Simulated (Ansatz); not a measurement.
`F[SiH2][SeH]` + `C1=NCC1` → `[SeH]C1CC=N1` + `F[SiH3]` at 700 K and 1 bar (formal exchange of groups at the Se–Si bond).

Program: Ansatz. Geometries: PBE0-D4/def2-TZVP. ΔE: electronic, gas phase. CCSD(T)/CBS is the MP2 limit (def2-TZVPP, def2-QZVPP) plus CCSD(T) − MP2 in def2-TZVPP, frozen cores. This one scheme is used for every species. For Se outer-core shells are correlated without core-valence functions, which leaves a few kJ/mol of doubt a bond. Scalar relativity is left out up to krypton. Each species was taken in one conformer, which may not be the lowest.

```tsv
species	CCSD(T)/CBS energy (Eh)	H − E (kJ/mol)	S (J/(mol·K))
`F[SiH2][SeH]`	-2791.46485	126.0	380.8
`C1=NCC1`	-171.80304	248.1	342.4
`[SeH]C1CC=N1`	-2572.50448	259.0	421.6
`F[SiH3]`	-390.72345	108.4	291.4
```

H − E and S are ideal-gas, rigid-rotor, harmonic terms from PBE0-D4/def2-TZVP, for one conformer and one mirror image of each species. 1 Eh = 2625.50 kJ/mol, R = 8.31446 J/(mol·K).

Q: By hand: ΔE, ΔH, ΔS and ΔG.

A: ΔE = (-2572.50448) + (-390.72345) − (-2791.46485) − (-171.80304) = 0.03996 Eh = 104.9 kJ/mol. Δ(H − E) = 259.0 + 108.4 − 126.0 − 248.1 = -6.7, so ΔH = 98.2 kJ/mol. ΔS = 421.6 + 291.4 − 380.8 − 342.4 = -10.2 J/(mol·K). ΔG = 98.2 − 700 × (-10.2)/1000 = 105.3 kJ/mol.

Q: By hand: the equilibrium constant, and the temperature at which ΔG would vanish if ΔH and ΔS stayed fixed.

A: log₁₀ K = −ΔG/(RT ln 10) = -7.9. ΔH and −TΔS have one sign here, so there is no such temperature.

The number of gas molecules stays the same, so ΔS is small and ΔH decides. A doubt of 5 kJ/mol in ΔE shifts log₁₀ K by 0.4 here. Other conformers and mirror images would add mixing entropy, several J/(mol·K) or more a flexible species. These are equilibria of isolated gas molecules and say nothing of rates. Largest T1 diagnostic: 0.011 (customary marks: 0.02 for closed shells, 0.045 for open ones).

ΔS is within the doubt of such terms, so its sign, and with it that verdict, could turn.
